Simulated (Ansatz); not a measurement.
Steps of a relaxation of CH$_{8}$BNSi with RKS PBE-D4/def2-SVP.

```sh
$ ansatz run in.yaml --threads 2 --pin off --events-out ev --progress --plain --max-ram 4352MiB
```

```yaml
crystal:
  periodic: [false, false, false]
  atoms:
    - {symbol: B, position_ang: [-1.077100, 1.273800, -0.434800]}
    - {symbol: Si, position_ang: [0.321100, 0.026100, -0.428200]}
    - {symbol: C, position_ang: [0.991900, -0.095400, 1.285000]}
    - {symbol: N, position_ang: [-0.209100, -1.562500, -0.946500]}
    - {symbol: H, position_ang: [-1.701100, 1.533800, -1.470000]}
    - {symbol: H, position_ang: [-1.434300, 1.890700, 0.547200]}
    - {symbol: H, position_ang: [1.407700, 0.472800, -1.345900]}
    - {symbol: H, position_ang: [0.268000, -0.412100, 1.990800]}
    - {symbol: H, position_ang: [1.410100, 0.912000, 1.659000]}
    - {symbol: H, position_ang: [1.857300, -0.831100, 1.330900]}
    - {symbol: H, position_ang: [-0.710100, -1.448100, -1.871300]}
    - {symbol: H, position_ang: [-1.047400, -1.815200, -0.281900]}
basis:
  gaussian: {orbitals: def2-SVP}
hamiltonian: {xc: pbe, dispersion: d4}
relax: {f_tol: 0.03, max_steps: 200}
```

Positions (Å) and forces (eV/Å) along the path, 11 of 18 steps:

```xyz
12
step=1 energy=-11196.7189 eV
B    -1.077    1.274   -0.435   -1.954    1.809   -0.767
Si    0.321    0.026   -0.428    1.727   -0.371    0.207
C     0.992   -0.095    1.285    2.953    0.613    0.050
N    -0.209   -1.562   -0.947   -2.814   -0.911    0.243
H    -1.701    1.534   -1.470    0.061   -0.089    0.285
H    -1.434    1.891    0.547   -0.136    0.016    0.131
H     1.408    0.473   -1.346    0.292    0.083   -0.312
H     0.268   -0.412    1.991   -1.302   -0.526    1.202
H     1.410    0.912    1.659   -0.503   -0.998   -0.502
H     1.857   -0.831    1.331   -0.572    0.478    0.044
H    -0.710   -1.448   -1.871    0.552   -0.301    0.671
H    -1.047   -1.815   -0.282    1.695    0.196   -1.252
12
step=2 energy=-11197.1297 eV
B    -1.122    1.374   -0.505   -1.008    0.462    0.000
Si    0.326    0.063   -0.392    0.937   -0.136   -0.129
C     1.061   -0.142    1.318    0.828    0.255    0.194
N    -0.238   -1.534   -0.926   -1.393   -0.273    0.112
H    -1.770    1.562   -1.531    0.219   -0.026    0.068
H    -1.569    1.946    0.478    0.025    0.049   -0.021
H     1.423    0.480   -1.342    0.096   -0.025   -0.077
H     0.312   -0.452    2.055   -0.343   -0.127    0.302
H     1.477    0.839    1.666   -0.154   -0.283   -0.106
H     1.900   -0.881    1.351   -0.257    0.157   -0.107
H    -0.707   -1.459   -1.853    0.295   -0.152    0.277
H    -1.016   -1.851   -0.286    0.755    0.098   -0.514
12
step=4 energy=-11197.2331 eV
B    -1.171    1.405   -0.498   -0.044   -0.075    0.086
Si    0.363    0.092   -0.390   -0.015    0.017   -0.063
C     1.101   -0.139    1.336   -0.162   -0.062   -0.006
N    -0.292   -1.495   -0.912    0.016    0.314    0.006
H    -1.738    1.574   -1.568    0.061    0.028    0.020
H    -1.688    1.945    0.475    0.040   -0.092   -0.109
H     1.462    0.457   -1.368   -0.044   -0.056    0.034
H     0.321   -0.449    2.067    0.070    0.027   -0.078
H     1.531    0.814    1.697    0.042    0.063    0.022
H     1.898   -0.906    1.331    0.048   -0.045    0.008
H    -0.703   -1.486   -1.854    0.038   -0.027   -0.016
H    -1.008   -1.867   -0.281   -0.052   -0.094    0.097
12
step=5 energy=-11197.2574 eV
B    -1.179    1.415   -0.506    0.036   -0.045   -0.046
Si    0.368    0.129   -0.390    0.074   -0.012   -0.003
C     1.111   -0.130    1.329   -0.037    0.014   -0.005
N    -0.326   -1.430   -0.895   -0.343   -0.167    0.009
H    -1.635    1.719   -1.598    0.040   -0.024    0.021
H    -1.821    1.797    0.460    0.002   -0.089   -0.001
H     1.474    0.392   -1.381    0.026    0.126   -0.012
H     0.332   -0.430    2.059   -0.021    0.019   -0.005
H     1.564    0.813    1.699    0.021   -0.036   -0.005
H     1.890   -0.918    1.315    0.020    0.027   -0.013
H    -0.758   -1.492   -1.825    0.108    0.074    0.054
H    -0.943   -1.919   -0.234    0.074    0.113    0.005
12
step=7 energy=-11197.3088 eV
B    -1.163    1.351   -0.528    0.049   -0.251    0.031
Si    0.436    0.154   -0.394   -0.114    0.321    0.216
C     1.158   -0.118    1.330    0.017   -0.045   -0.042
N    -0.435   -1.332   -0.855   -0.344   -0.248    0.003
H    -1.515    1.764   -1.621   -0.050    0.013    0.042
H    -1.963    1.444    0.400    0.109   -0.016   -0.139
H     1.541    0.400   -1.395   -0.037   -0.112   -0.002
H     0.356   -0.402    2.044    0.031    0.007   -0.022
H     1.624    0.815    1.709    0.002   -0.003   -0.016
H     1.930   -0.914    1.327   -0.014   -0.005    0.023
H    -0.815   -1.435   -1.804    0.086    0.061    0.123
H    -1.077   -1.783   -0.181    0.264    0.278   -0.216
12
step=10 energy=-11197.4842 eV
B    -1.221    1.020   -0.616    0.158   -0.101    0.198
Si    0.558    0.276   -0.311   -0.041    0.312    0.032
C     1.270   -0.108    1.388    0.062   -0.070    0.028
N    -0.601   -1.034   -0.839   -0.716    0.449   -0.065
H    -1.550    1.475   -1.702    0.019   -0.216    0.048
H    -2.040    0.975    0.307    0.223   -0.077   -0.256
H     1.639    0.317   -1.368   -0.079   -0.046    0.072
H     0.451   -0.324    2.105    0.033    0.017   -0.018
H     1.818    0.783    1.764   -0.018   -0.067   -0.012
H     1.971   -0.969    1.373   -0.035    0.051    0.006
H    -0.831   -1.148   -1.835    0.048   -0.155    0.217
H    -1.388   -1.318   -0.233    0.345   -0.097   -0.251
12
step=11 energy=-11197.6093 eV
B    -1.187    0.996   -0.619   -1.111   -0.923   -0.350
Si    0.575    0.365   -0.281    0.650   -0.424    0.037
C     1.289   -0.105    1.396    0.077   -0.023    0.040
N    -0.702   -0.867   -0.841   -0.614    0.540   -0.099
H    -1.528    1.356   -1.742    0.092    0.202    0.290
H    -2.039    0.843    0.269    0.334    0.492   -0.187
H     1.645    0.305   -1.352   -0.088    0.048    0.092
H     0.467   -0.310    2.111    0.016    0.019    0.018
H     1.868    0.759    1.791   -0.025   -0.079    0.006
H     1.964   -0.987    1.358   -0.062    0.084   -0.033
H    -0.862   -1.112   -1.834    0.179    0.012    0.522
H    -1.412   -1.296   -0.222    0.554    0.050   -0.336
12
step=12 energy=-11197.8182 eV
B    -1.220    0.845   -0.670   -1.514    0.274   -0.202
Si    0.600    0.409   -0.261    0.931    0.210    0.129
C     1.308   -0.108    1.408    0.069   -0.129    0.008
N    -0.799   -0.694   -0.846   -0.886   -1.815   -0.474
H    -1.519    1.314   -1.770    0.063    0.242    0.375
H    -2.050    0.820    0.262    0.379    0.568   -0.304
H     1.658    0.299   -1.342   -0.112   -0.050    0.105
H     0.484   -0.299    2.124    0.011    0.004    0.042
H     1.912    0.734    1.815   -0.060   -0.091   -0.046
H     1.961   -1.005    1.351   -0.056    0.076    0.019
H    -0.862   -1.084   -1.821    0.268    0.335    0.926
H    -1.396   -1.287   -0.215    0.908    0.375   -0.576
12
step=14 energy=-11197.9630 eV
B    -1.327    0.846   -0.700    0.009   -0.273   -0.040
Si    0.584    0.536   -0.291    0.568   -0.274    0.086
C     1.253   -0.123    1.347   -0.081    0.157    0.279
N    -0.769   -0.687   -0.797   -0.135    1.050    0.082
H    -1.603    1.365   -1.766   -0.016   -0.114   -0.021
H    -2.058    0.974    0.261   -0.012    0.138    0.103
H     1.678    0.216   -1.289   -0.108    0.262   -0.158
H     0.426   -0.305    2.061   -0.042    0.039    0.078
H     1.910    0.646    1.804    0.038   -0.039    0.060
H     1.839   -1.056    1.246    0.041   -0.016   -0.105
H    -0.747   -1.106   -1.705    0.100   -0.403   -1.104
H    -1.111   -1.362   -0.136   -0.361   -0.528    0.742
12
step=16 energy=-11198.0356 eV
B    -1.315    0.824   -0.697   -0.002   -0.037    0.004
Si    0.600    0.502   -0.278    0.028    0.000   -0.052
C     1.263   -0.121    1.382    0.008    0.003    0.022
N    -0.792   -0.700   -0.826   -0.037   -0.039   -0.011
H    -1.594    1.338   -1.764    0.003   -0.002   -0.003
H    -2.039    0.987    0.272    0.006    0.000   -0.006
H     1.658    0.309   -1.342   -0.028    0.010    0.038
H     0.436   -0.246    2.110    0.005    0.007   -0.013
H     1.958    0.634    1.808   -0.004   -0.017   -0.003
H     1.819   -1.077    1.293   -0.006    0.002    0.000
H    -0.755   -1.117   -1.763    0.014    0.048   -0.006
H    -1.162   -1.388   -0.160    0.012    0.025    0.031
12
step=18 energy=-11198.0366 eV
B    -1.320    0.815   -0.695   -0.002   -0.014   -0.009
Si    0.599    0.512   -0.278   -0.016    0.000   -0.001
C     1.258   -0.119    1.382    0.004   -0.008    0.010
N    -0.786   -0.701   -0.829    0.011    0.014    0.012
H    -1.601    1.330   -1.762   -0.002    0.000    0.003
H    -2.044    0.972    0.274    0.000    0.007    0.000
H     1.660    0.327   -1.336    0.006    0.000   -0.003
H     0.437   -0.197    2.123   -0.005    0.001   -0.007
H     1.993    0.607    1.788    0.005    0.001   -0.001
H     1.768   -1.100    1.297    0.000    0.001   -0.002
H    -0.745   -1.108   -1.769    0.002    0.001   -0.005
H    -1.143   -1.393   -0.161   -0.003   -0.002    0.003
```

It took 36 s on 2 threads of an Arm Neoverse V1 on a shared host, with 0.15 GiB of host memory at the peak.
